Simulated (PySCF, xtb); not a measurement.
GeH₅NO, SMILES [NH2][GeH2][OH]. The values are those of a single conformer.

Harmonic wavenumbers (cm⁻¹) from GFN2-xTB (xtb) at its own minimum, in rising order: 123, 205, 253, 461, 529, 555, 618, 661, 730, 770, 806, 815, 1495, 1959, 1991, 3416, 3437, 3678.

What does B3LYP-D3(BJ)/def2-SVP in PySCF give at its own minimum? (An estimate is asked for; the answer gives what the named calculation found.)

81, 229, 232, 509, 554, 682, 702, 710, 803, 868, 892, 922, 1553, 2125, 2126, 3528, 3619, 3833. Paired by order, the mean absolute difference is 88 cm⁻¹ and the zero-point energies are 32.2 and 34.3 kcal/mol.
